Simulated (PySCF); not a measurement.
Two-component Hartree-Fock for Br³⁰⁺ (bromine, charge +30)

Start: [He] 2s2 2p1; 2p1/2 filled at m_j = +1/2. Calculated with PySCF 2.14 in an uncontracted even-tempered set (17 s from 11 bohr⁻², ratio 2.4; 12 p from 14 bohr⁻², ratio 2.4; 5 d from 48 bohr⁻², ratio 2.6; 4 f from 72 bohr⁻², ratio 2.6): generalised Hartree-Fock with the X2C-1e Hamiltonian and a Gaussian nucleus; one run each with spin-orbit coupling (SO) switched off, then screened by Boettger's factors.

| spinor shell | electrons | ε, spin-free (eV) | ε, screened SO (eV) | weight of nominal j (screened SO) | rms radius, screened SO (bohr) |
| --- | --- | --- | --- | --- | --- |
| 1s1/2 | 2 | -15750.5 | -15747.8 | 1.000 | 0.0489 |
| 2s1/2 | 2 | -3595.9 | -3595.0 | 1.000 | 0.191 |
| 2p1/2 | 1 | -3492.1 | -3529.9 | 1.000 | 0.164 |

| quantity | spin-free | screened SO |
| --- | --- | --- |
| E (hartree) | -1630.67198 | -1632.06149 |
| M_J | 1/2 | 1/2 |
| ⟨J²⟩ | 1.115 | 0.750 |
| ⟨L²⟩ | 2.000 | 2.000 |
| ⟨S²⟩ | 0.750 | 0.750 |

Each row is a mean over spinors that exchange with the open shell spreads, by up to 9.125 eV (2s1/2).

Without spin-orbit coupling the j labels of p, d and f shells carry no meaning; the spin-free column gives the mean over the occupied spinors of each nl shell, and its ⟨J²⟩ belongs to a mixture of degenerate components.
